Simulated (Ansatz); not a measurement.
Cost and result for the atomization energy of Cl$_{2}$FGeH$_{3}$OSi, SMILES `F[Si](Cl)(Cl)[O][GeH3]` (9 atoms, 8 bonds).

Z-matrix (Å, degrees):
```
Si
Cl 1 2.029
Cl 1 2.028 2 108.9
F 1 1.575 2 107.8 3 -116.7
O 1 1.591 2 111.6 3 123.8
Ge 5 1.792 1 138.2 2 -58.7
H 6 1.533 5 107.2 1 -57.9
H 6 1.533 5 107.2 1 62.7
H 6 1.529 5 104.3 1 -177.6
```

The species carries charge 0 and has multiplicity 1. Correlated methods include outer-core shells of Ge, which these sets cover unevenly. Scalar relativity is left out up to krypton. The structure was optimised at the PBE0-D4/def2-TZVP level. It is one conformer, not always the lowest. Program: Ansatz. All runs use 3 threads of an AMD EPYC 7R13 on a shared host and a share of an NVIDIA H100 80 GB. Times are those of one run each, without the atoms' runs, and a repeat can differ threefold. Electronic energies, without spin–orbit coupling; frozen cores. CCSD(T)/CBS adds CCSD(T) − MP2 in def2-TZVPP to the MP2 limit, and its time is that of the two runs behind it. T1 = 0.011. With those shells the extrapolation isn't a true limit.

CCSD(T)/CBS is a level of theory with its own doubt, some kJ/mol a heavy atom from the limit and from the frozen cores, so smaller differences don't rank the functionals.

| level | functions | wall time | atomization (kJ/mol) | difference from CCSD(T)/CBS | per bond |
| --- | --- | --- | --- | --- | --- |
| BHLYP-D4/def2-TZVPP | 278 | 1.5 s | 3031.0 | -144.0 | -18.0 |
| PBE0-D4/def2-TZVPP | 278 | 1.7 s | 3109.5 | -65.5 | -8.2 |
| LDA (SPW92)/def2-TZVPP | 278 | 2.1 s | 3600.4 | 425.4 | 53.2 |
| PBE-D4/def2-TZVPP (with forces) | 278 | 2.4 s | 3159.0 | -16.0 | -2.0 |
| CCSD(T)/def2-SVP | 129 | 2.4 s | 2875.7 | -299.3 | -37.4 |
| BLYP-D4/def2-TZVPP | 278 | 2.4 s | 3094.3 | -80.7 | -10.1 |
| B2PLYP/def2-TZVPP | 278 | 2.9 s | 3094.8 | -80.2 | -10.0 |
| r2SCAN-D4/def2-TZVPP (with forces) | 278 | 3.1 s | 3168.8 | -6.2 | -0.8 |
| B97M-V/def2-TZVPP | 278 | 3.2 s | 3194.4 | 19.4 | 2.4 |
| ωB97M-V/def2-TZVPP (with forces) | 278 | 5.5 s | 3155.5 | -19.5 | -2.4 |
| CCSD(T)/def2-TZVPP | 278 | 6.5 s | 3079.2 | -95.8 | -12.0 |
| CCSD(T)/def2-QZVPP | 503 | 75 s | 3147.6 | -27.4 | -3.4 |
| CCSD(T)/CBS(def2) | – | 82 s | 3175.0 | 0.0 | 0.0 |

In def2-TZVPP, CCSD(T) changes the Hartree–Fock value by +770.8 kJ/mol (the triples alone add +53.9 kJ/mol) and MP2 by +871.4 kJ/mol; breaking electron pairs costs correlation energy, which Hartree–Fock lacks. From PBE to PBE0 (25 % exact exchange), in def2-TZVPP and without D4, the atomization energy moves by −45.3 kJ/mol: exact exchange takes away binding that semilocal exchange gives to molecules. At CCSD(T), def2-SVP lies −299.3 kJ/mol from the extrapolated value and def2-TZVPP −95.8 kJ/mol: correlation converges slowly with the basis, and small sets miss more of it in the bonded molecule than in its fragments.
